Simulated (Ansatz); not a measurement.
Consider the substitution at a C–S bond: `C[S][Mg][Cl]` + `[F][Ge][SH]` → `C[S][Ge][F]` + `[SH][Mg][Cl]`.

Isolated molecules relaxed with PBE0-D4/def2-TZVP in Ansatz; ΔE leaves out vibrations. CCSD(T)/CBS is the MP2 limit (def2-TZVPP, def2-QZVPP) plus CCSD(T) − MP2 in def2-TZVPP, frozen cores. DFT in def2-TZVPP. For Ge, Mg outer-core shells are correlated without core-valence functions, which leaves a few kJ/mol of doubt a bond. Scalar relativity is left out up to krypton. Each species was taken in one conformer, which may not be the lowest.

`C[S][Mg][Cl]`:

```xyz
7

C     1.082    0.523    0.343
S    -0.636    0.754    0.921
Mg   -1.827   -0.689   -0.374
Cl   -2.953   -2.077   -1.623
H     1.197    0.788   -0.708
H     1.703    1.196    0.933
H     1.434   -0.495    0.506
```

`[F][Ge][SH]`:

Cartesian coordinates in Å:
```
F 0.676 -1.687 -0.986
Ge 0.481 -0.827 0.533
S -0.520 0.955 -0.371
H -0.637 1.559 0.825
```

`C[S][Ge][F]`:

Cartesian coordinates in Å:
```
C 0.453 0.741 -0.296
S 0.077 -0.796 -1.181
Ge -1.051 -2.087 0.237
F -1.075 -1.000 1.633
H 1.534 0.868 -0.271
H 0.003 1.570 -0.841
H 0.058 0.704 0.718
```

`[SH][Mg][Cl]`:

```xyz
4

S    -0.085    1.429   -0.918
Mg   -0.358   -0.349    0.479
Cl   -0.643   -2.038    1.822
H     1.086    0.958   -1.383
```

| species | PBE-QIDH energy (Eh) |
| --- | --- |
| `C[S][Mg][Cl]` | -1097.88362 |
| `[F][Ge][SH]` | -2574.83628 |
| `C[S][Ge][F]` | -2614.10605 |
| `[SH][Mg][Cl]` | -1058.62168 |

Task: Work out ΔE.

Result: ΔE = (-2614.10605) + (-1058.62168) − (-1097.88362) − (-2574.83628) = -0.00783 Eh = -20.6 kJ/mol. CCSD(T)/CBS gives -20.5 kJ/mol.

Largest T1 diagnostic among the species: 0.015.

At CCSD(T), def2-SVP lies −4.3 kJ/mol from the extrapolated value and def2-TZVPP −0.3 kJ/mol. In def2-TZVPP, CCSD(T) changes the Hartree–Fock value by −5.4 kJ/mol (the triples alone add −1.4 kJ/mol) and MP2 by −5.8 kJ/mol. Leaving LDA and LC-ωPBE aside and taking each functional with its dispersion term where it has one, the values, not all of them listed here, spread over 2.8 kJ/mol, from r2SCAN-D4 to ωB97X-V. LDA lies −5.8 kJ/mol from PBE without D4.
